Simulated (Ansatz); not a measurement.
C2H6InN can be A, `C=C[NH][InH2]`, or B, `N/C=[CH]\[InH2]`.

Calculated with Ansatz (gas phase, PBE0-D4/def2-TZVP geometries, no zero-point term in ΔE). CBS: MP2 limit from def2 TZ/QZ plus the TZ coupled-cluster correction, frozen cores. DFT in def2-TZVPP. Elements past krypton have def2 core potentials. For In outer-core shells are correlated without core-valence functions, which leaves a few kJ/mol of doubt a bond. Each species was taken in one conformer, which may not be the lowest.

Q: Which is lower in electronic energy at CCSD(T)/CBS, and by how much? (An estimate is asked.)

A: Ansatz gave: A, by 8.0 kcal/mol.

Q: Give E(B) − E(A) in kcal/mol with BLYP-D4, HF/def2-TZVPP, ωB97M-V, MP2/def2-TZVPP, r2SCAN-D4, B2PLYP, CCSD/def2-TZVPP. (Estimate.)

A: Ansatz gave: BLYP-D4 7.7, HF/def2-TZVPP 7.7, ωB97M-V 6.4, MP2/def2-TZVPP 6.8, r2SCAN-D4 6.5, B2PLYP 7.4, CCSD/def2-TZVPP 7.6. None reverses the order clearly.

Q: Does the order hold for the free energy at 298.15 K (harmonic terms from PBE0-D4)? (Best estimate.)

A: Computed: Yes: G(B) − G(A) = +8.7 kcal/mol, for one conformer each.

Largest T1 diagnostic: 0.016.

Leaving LDA and LC-ωPBE aside and taking each functional with its dispersion term where it has one, the values, not all of them listed here, spread over 2.0 kcal/mol, from HSE06-D4 to BLYP-D4. LDA lies −0.9 kcal/mol from PBE without D4.
